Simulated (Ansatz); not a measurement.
`C[CH2][In]([F])[CH2]C` → `C[CH2][InH][F]` + ethylene at 400 K and 1 bar (β-hydride elimination).

Isolated molecules relaxed with PBE0-D4/def2-TZVP in Ansatz; ΔE leaves out vibrations. CBS: MP2 limit from def2 TZ/QZ plus the TZ coupled-cluster correction, frozen cores. This one scheme is used for every species. Elements past krypton have def2 core potentials. For In outer-core shells are correlated without core-valence functions, which leaves a few kJ/mol of doubt a bond. One conformer a species, not always the lowest.

```json
{"species": "`C[CH2][In]([F])[CH2]C`", "CCSD(T)/CBS energy (Eh)": "-447.87148", "H − E (kJ/mol)": "388.9", "S (J/(mol·K))": "484.8"}
{"species": "`C[CH2][InH][F]`", "CCSD(T)/CBS energy (Eh)": "-369.34165", "H − E (kJ/mol)": "220.9", "S (J/(mol·K))": "388.7"}
{"species": "`C=C`", "CCSD(T)/CBS energy (Eh)": "-78.48111", "H − E (kJ/mol)": "149.4", "S (J/(mol·K))": "232.7"}
```

H − E and S are ideal-gas, rigid-rotor, harmonic terms from PBE0-D4/def2-TZVP, for one conformer and one mirror image of each species. 1 Eh = 2625.50 kJ/mol, R = 8.31446 J/(mol·K).

**Question.** By hand: ΔE, ΔH, ΔS and ΔG.

**Answer.** ΔE = (-369.34165) + (-78.48111) − (-447.87148) = 0.04872 Eh = 127.9 kJ/mol. Δ(H − E) = 220.9 + 149.4 − 388.9 = -18.6, so ΔH = 109.3 kJ/mol. ΔS = 388.7 + 232.7 − 484.8 = 136.6 J/(mol·K). ΔG = 109.3 − 400 × (136.6)/1000 = 54.7 kJ/mol.

**Question.** By hand: the equilibrium constant, and the temperature at which ΔG would vanish if ΔH and ΔS stayed fixed.

**Answer.** log₁₀ K = −ΔG/(RT ln 10) = -7.1. ΔG = 0 at ΔH/ΔS = 800 K.

The number of gas molecules changes by +1, which sets the sign of ΔS. A doubt of 5 kJ/mol in ΔE shifts log₁₀ K by 0.7 here. Other conformers and mirror images would add mixing entropy, several J/(mol·K) or more a flexible species. Modes under 60 cm⁻¹, often nearly free rotors, make the harmonic entropy too high. These are equilibria of isolated gas molecules and say nothing of rates. Largest T1 diagnostic: 0.014 (customary marks: 0.02 for closed shells, 0.045 for open ones).
